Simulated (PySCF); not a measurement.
## How methods differ on the excitation energy of V

V [Ar] 3d3 4s2 (4F) → V [Ar] 3d4 4s1 (6D), as a difference of total energies. Calculation: PySCF 2.14, in x2c-TZVPPall (6s5p4d2f1g, 64 functions); scalar relativity by spin-free X2C-1e. Correlated levels: valence and next inner shell: [Ne] frozen. The calculations carry no spin-orbit coupling.

```csv
method,excitation energy (eV)
UHF,0.389
MP2 (valence and next inner shell),-0.127
SCS-MP2 (valence and next inner shell),0.613
CCSD (valence and next inner shell),0.305
CCSD(T) (valence and next inner shell),0.335
```

**Question.** How much does correlation contribute at CCSD(T) (valence and next inner shell)?

**Answer.** 0.335 − (0.389) = -0.054 eV, measured against UHF.

Errors of the correlated levels include the incompleteness of this basis and the frozen core.

For comparison: 0.245 eV (measured; NIST levels, between the centres of gravity of the two terms).
